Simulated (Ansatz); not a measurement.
Input for Ansatz (a program for electronic structure): R-B97M-V/def2-TZVPPD on C3H10Si (a complex). Files ending in .json are basis or fitting sets from the Basis Set Exchange.

Ansatz 0.2 input:
```yaml
crystal:
  periodic: [false, false, false]
  atoms:
    - {symbol: C, position_ang: [0.49074101, -0.01534055, 0.01815899]}
    - {symbol: C, position_ang: [-0.80890597, 0.21795925, 0.12473274]}
    - {symbol: H, position_ang: [1.21802277, 0.54424305, 0.59331307]}
    - {symbol: H, position_ang: [0.88058685, -0.77579937, -0.64766258]}
    - {symbol: H, position_ang: [-1.53757281, -0.34111743, -0.44987396]}
    - {symbol: H, position_ang: [-1.19579271, 0.97847724, 0.79194922]}
    - {symbol: C, position_ang: [-0.76147038, -1.01623826, 3.77077842]}
    - {symbol: Si, position_ang: [0.53205634, 0.33671777, 3.86161042]}
    - {symbol: H, position_ang: [-1.71560415, -0.66987739, 4.17234678]}
    - {symbol: H, position_ang: [-0.45007670, -1.88977545, 4.34650334]}
    - {symbol: H, position_ang: [-0.91681144, -1.32424958, 2.73620532]}
    - {symbol: H, position_ang: [0.10112494, 1.53422504, 3.09916008]}
    - {symbol: H, position_ang: [1.82392109, -0.12747561, 3.30020873]}
    - {symbol: H, position_ang: [0.76118942, 0.74818403, 5.26904736]}
basis:
  gaussian:
    orbitals: def2-TZVPPD.json
hamiltonian:
  xc: {name: B97M-V}
scf: {lower_state_search: off}
```

Q: What total energy does the run end on?

A: -409.7773 hartree.

Q: How many basis functions does it have, and what does it roughly cost on one machine?

A: 329 functions; around 13 core-seconds (rough).
